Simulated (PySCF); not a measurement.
pyrazine (C₄H₄N₂), SMILES c1cnccn1. Atoms are numbered in the order given.

```xyz
10

C      0.0000     1.1316    -0.6991
C      0.0000     1.1316     0.6991
N      0.0000     0.0000     1.4024
C      0.0000    -1.1316     0.6991
C      0.0000    -1.1316    -0.6991
N      0.0000     0.0000    -1.4024
H      0.0000     2.0743    -1.2587
H      0.0000     2.0743     1.2587
H      0.0000    -2.0743     1.2587
H      0.0000    -2.0743    -1.2587
```

The structure is a stationary point at ωB97X-D3(BJ)/def2-SVP.

All values below come from TDDFT-PBE/def2-SVPD in PySCF.

Vertical excitations. The molecule is in vacuum. State labels are in the subgroup D2h.

| state | symmetry | energy (eV) | λ (nm) | f | main pairs |
|---|---|---|---|---|---|
| S1 | B3u | 3.50 | 354 | 0.004 | HOMO→LUMO 100 % |
| S2 | Au | 3.90 | 318 | 0.000 | HOMO→LUMO+1 100 % |
| S3 | B2g | 5.06 | 245 | 0.000 | HOMO−2→LUMO 99 % |
| S4 | B2u | 5.34 | 232 | 0.076 | HOMO−1→LUMO 86 %, HOMO−3→LUMO+1 14 % |
| S5 | B1g | 5.44 | 228 | 0.000 | HOMO−2→LUMO+1 100 % |
| S6 | Ag | 6.12 | 203 | 0.000 | HOMO→LUMO+2 100 % |
| S7 | B1u | 6.45 | 192 | 0.065 | HOMO−1→LUMO+1 79 %, HOMO−3→LUMO 19 % |
| S8 | B2u | 6.58 | 188 | 0.073 | HOMO→LUMO+3 99 % |
| S9 | Au | 7.07 | 175 | 0.000 | HOMO−4→LUMO 100 % |
| S10 | B1u | 7.14 | 174 | 0.019 | HOMO→LUMO+4 91 % |
| T1 | B3u | 2.88 | 431 | 0 | HOMO→LUMO 100 % |
| T2 | Au | 3.78 | 328 | 0 | HOMO→LUMO+1 100 % |
| T3 | B2u | 4.16 | 298 | 0 | HOMO−1→LUMO 99 % |
| T4 | B2g | 4.32 | 287 | 0 | HOMO−2→LUMO 99 % |
Triplets are in the Tamm–Dancoff approximation, which puts them higher than full response would, so one can lie above its singlet here.
